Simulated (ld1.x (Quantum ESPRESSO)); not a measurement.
## Configuration tests for nickel (TM)

ld1.x (Quantum ESPRESSO) 7.5 input, shortened:

```
&input
   title='Ni', zed=28., rel=2, dft='PBE', iswitch=3,
   config='[Ar] 3d8 4s2 4p0', rel_dist='average'
 /
 &inputp
   pseudotype=2, tm=.true., lloc=2,
   nlcc=.false.
 /
3
3S  1  0   2.00   0.00  0.95  0.95  0.0
3P  2  1   6.00   0.00  0.95  0.95  0.0
3D  3  2   8.00   0.00  1.28  1.28  0.0
 &test
   configts(1)='3s2 3p6 3d8 4s2 4p0'
 /
```

Open shells are filled in proportion to 2j + 1 (rel_dist='average').

Occupied shells without a wave of their own: 4s. They enter only through the test configuration that unscreens the potential.

Energies are relative to the spin-unpolarised reference configuration 3s2 3p6 3d8 4s2 4p0; without spin polarisation the order of configurations can differ from experiment. The d channel is local and has no spin–orbit splitting in the pseudo-atom.

```
valence configuration  charge  ΔE all-electron (eV)  error AE − PS (meV)
  3s2 3p6 3d8 4s1 4p0      +1                 9.323                  -40
  3s2 3p6 3d8 4s0 4p0      +2                26.674                 -128
  3s2 3p6 3d7 4s0 4p0      +3                64.140                 -381
3s2 3p6 3d8 4s1.5 4p0    +0.5                 3.718                  -16
  3s2 3p6 3d8 4s0 4p2       0                 9.501                 -286
  3s1 3p6 3d8 4s2 4p0      +1               119.393                  -10
  3s2 3p6 3d9 4s0 4p0      +1                 6.318                 -0.2
```

Levels in the configuration 3s2 3p6 3d8 4s0 4p2:

| level | all-electron (eV) | pseudo (eV) |
| --- | --- | --- |
| 3s j=1/2 | -114.704 | -115.081 |
| 3p j=1/2 | -76.533 | -76.922 |
| 3p j=3/2 | -74.329 | -74.715 |
| 3d j=3/2 | -12.589 | -12.796 |
| 3d j=5/2 | -12.346 | -12.796 |
| 4p j=1/2 | -2.868 | -2.861 |
| 4p j=3/2 | -2.793 | -2.793 |

The 4s level has no wave, so the channel is fitted at the deeper level alone: the likely source of the large errors.
